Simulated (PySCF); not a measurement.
Ga(Et)(NH2)2, C₂H₉GaN₂, SMILES C[CH2][Ga]([NH2])[NH2], PBE0/def2-SVP optimised geometry.

```
14

Ga    -0.30     0.67     0.00
C     -1.32    -1.01     0.01
C     -0.46    -2.27     0.01
H     -1.98    -1.00    -0.87
H     -1.99    -1.00     0.88
H      0.20    -2.32     0.90
H      0.20    -2.33    -0.87
H     -1.07    -3.19     0.02
N     -1.10     2.31     0.00
H     -2.10     2.45     0.00
H     -0.61     3.19    -0.01
N      1.52     0.67     0.00
H      2.10     1.50    -0.01
H      2.08    -0.17    -0.01
```

Density from PBE0/def2-TZVP in PySCF at that geometry.

Minimum of the electron density along straight lines between bonded atoms, close to the bond critical point (lines longer than 1.1 times the sum of covalent radii, or with two minima, are not listed):

```tsv
bond	length / Å	ρ at the minimum / e bohr⁻³	∇²ρ there / e bohr⁻⁵	position (fraction from the first atom)
Ga1–C2	1.970	[?]	[?]	0.48
C2–C3	1.526	[?]	-0.58	0.50
C2–H4	1.104	0.267	-0.87	0.64
C2–H5	1.104	0.267	-0.87	0.64
C3–H6	1.102	0.271	-0.91	0.64
C3–H7	1.102	0.271	-0.91	0.64
C3–H8	1.103	0.271	-0.90	0.64
Ga1–N9	1.819	0.134	0.58	0.48
N9–H10	1.011	0.334	-1.61	0.74
N9–H11	1.012	0.333	-1.61	0.74
Ga1–N12	1.820	0.133	0.58	0.48
N12–H13	1.012	0.333	-1.61	0.74
N12–H14	1.011	0.334	-1.61	0.74
```

### Question
Some entries are withheld; supply them.

### Answer

- Ga1–C2, ρ at the minimum / e bohr⁻³: 0.115
- Ga1–C2, ∇²ρ there / e bohr⁻⁵: 0.19
- C2–C3, ρ at the minimum / e bohr⁻³: 0.241
